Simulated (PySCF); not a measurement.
Results of a calculation; reference values are marked as such.
## CH2BF2O2

CH2BF2O2 is a small molecule (built as: end group CF2), neutral, doublet. The structure, one conformer, was relaxed in the gas phase by PBE0-D3(BJ)/def2-SVP. No frequency run checks that it is a minimum.

SMILES: OB(O)[C](F)F

```xyz
8

O    -0.689    1.329    0.081
B    -0.390    0.000   -0.012
O    -1.371   -0.931   -0.102
C     1.074   -0.470   -0.015
F     1.495   -1.705   -0.101
F     2.084    0.383    0.072
H     0.088    1.893    0.139
H    -2.245   -0.526   -0.089
```
(Å; atoms numbered from 1)

EPR values by unrestricted B3LYP, IGLO-III on B C F O, pcH-1 on H.

Question: Predict g and the largest hyperfine couplings. Where does the spin sit?

Answer: g = 2.0019, 2.0052, 2.0053. The spin sits on C4 (82 %, bonded to 1 B + 2 F) by Mulliken populations.
```csv
atom,isotope,isotropic (MHz),"dipolar, principal values (MHz)"
F5,19F,127.4,"-224.6, -201.3, 425.9"
F6,19F,121.5,"-213.3, -189.8, 403.1"
C4,13C,69.5,"-76.6, -75.4, 152.0"
B2,11B,-33.0,"-7.6, -0.8, 8.4"
O1,17O,-3.9,"-13.5, 6.6, 6.9"
O3,17O,-1.0,"-13.8, 6.2, 7.6"
```

Question: How do the isotropic couplings move with BHandHLYP?

Answer: F5 127.4 to 189.9 MHz, F6 121.5 to 181.1 MHz, C4 69.5 to 102.7 MHz, B2 -33.0 to -43.5 MHz.
